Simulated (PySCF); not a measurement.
A structure optimised at PBE0-D3(BJ)/def2-SVP, used in a PySCF frequency run:

```
W
O 1 1.7030
O 1 1.7030 2 109.72
F 1 1.8736 2 110.40 3 121.90
N 1 1.9291 2 107.01 3 -115.76
H 5 1.0172 1 123.79 2 -23.71
H 5 1.0172 6 110.96 1 -166.66
```

Task: Write its SMILES, formula and point group.

Result: [NH2][W](=[O])(=[O])[F], FH2NO2W, Cs

Task: What are its rotational constants (standard atomic weights)?

Result: 3.7733, 3.2609, 3.1202 GHz
